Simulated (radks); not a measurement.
Results of a calculation; reference values are marked as such.
Excited configurations of Te III: one electron is placed in a higher orbital outside [Kr] 4d10 5s2 5p1. The ground configuration is [Kr] 4d10 5s2 5p2. Level of theory: scalar-relativistic Kohn-Sham, r2SCAN, spin-polarised, spherical densities, finite nucleus; open shells are filled with parallel spins first (spin-orbit coupling, left out, can overturn this in heavy ions); meta-GGA in the generalised Kohn-Sham scheme; Fermi nuclear charge, rms radius 4.7423 fm (a radial shooting solver on a logarithmic mesh with Libxc functionals). Excitation = E - E(ground); binding = E(ion) - E, where the ion is the core of charge +3; n* = 3/sqrt(2 binding) in atomic units, and the quantum defect is n - n*.

outer orbital	excitation (eV)	binding (eV)	quantum defect	eigenvalue (eV)	<r> (bohr)
4f	19.091	8.710	0.250	-6.551	4.493
5d	13.210	14.590	2.103	-11.727	3.372
5f	21.841	5.959	0.467	-4.795	8.069
6s	13.354	14.446	3.089	-12.622	4.394
6p	16.201	11.599	2.751	-10.031	5.183
6d	19.876	7.924	2.069	-6.668	6.990
6f	23.632	4.168	0.580	-3.487	12.80
7s	19.823	7.977	3.082	-6.968	7.834
7p	21.040	6.760	2.744	-5.893	8.985
7d	22.750	5.050	2.076	-4.334	11.47
7f	24.768	3.032	0.645	-2.588	18.53

The Delta-SCF ionisation energy is 27.800 eV (NIST Atomic Spectra Database: 27.84 eV, measured). Self-interaction in the functional shifts the binding energies and quantum defects, so they are the method's values and not measured ones. Open shells are spherical and high-spin; term and fine-structure splittings are not resolved. Spin-orbit splitting is averaged out at the scalar-relativistic level.
